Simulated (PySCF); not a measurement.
## 2p core levels of (F2B-mu-PH2)2

Species: (F2B-mu-PH2)2.
Structure used (PBE0-D3(BJ)/def2-SVP), in Å, numbered top down from 1:
```xyz
12
B2F4H4P2 angstrom
B     -0.1601    0.7796   -1.2456
F     -1.2938    1.4774   -1.4958
F      0.8106    0.8343   -2.1887
P     -0.5540   -1.1602   -0.6452
B      0.1875   -0.7963    1.2512
F      1.3240   -1.4914    1.4951
F     -0.7794   -0.8556    2.1984
P      0.5730    1.1465    0.6544
H      0.1098   -2.1732   -1.3768
H     -1.9103   -1.5597   -0.7080
H      1.9219    1.5673    0.7313
H     -0.1136    2.1484    1.3809
```

Method used: delta-SCF UKS SCAN, pcX-2 on the ionised atom, pcseg-1 elsewhere, spin-free X2C in PySCF 2.14.0. Binding energies are ΔSCF values: E(core-ionised, relaxed orbitals) − E(ground state) at a fixed geometry, referred to the vacuum level. The 2p values add to the ΔSCF energy of one spin-free hole a correction within the shell (spin–orbit coupling, ligand field). The splitting includes the ligand field, and 2p3/2 is the mean of two sublevels.

**Question.** Give the 2p3/2 and 2p1/2 binding energies and the splitting.

**Answer.** 
```json
{"atom": "P4/P8", "environment": "phosphorus bonded to 2 B and 2 H", "2p3/2 (eV)": "137.31", "2p1/2 (eV)": "138.20", "splitting (eV)": "0.89", "mean of the shell (eV)": "137.61"}
```

**Question.** What are the 1s binding energies of the same atoms?

**Answer.** P4/P8 2150.78 eV.

**Question.** Which Kα1 and Kα2 emission energies and wavelengths follow?

**Answer.** The photon carries the difference of the 1s-hole and 2p-hole states, both at the ground state's geometry; λ = 12398.42 eV Å/E.

```csv
atom,Kα1 (eV),Kα2 (eV),λ(Kα1) (Å),λ(Kα2) (Å)
P4/P8,2013.47,2012.58,6.1577,6.1605
```

**Question.** And the 1s levels of the other atoms?

**Answer.** B1/B5 (boron bonded to 2 F and 2 P) 198.42 eV; F2/F3/F6/F7 (fluorine bonded to B) 692.38 eV.

The first atom of each set that the bonding makes equivalent was ionised and stands for the set. Isolated species at its PBE0-D3(BJ)/def2-SVP geometry (one conformer only).

On one thread of an Intel Xeon at 2.50 GHz, shared host, this took 83 s of wall time and 0.64 GiB of memory at its peak.
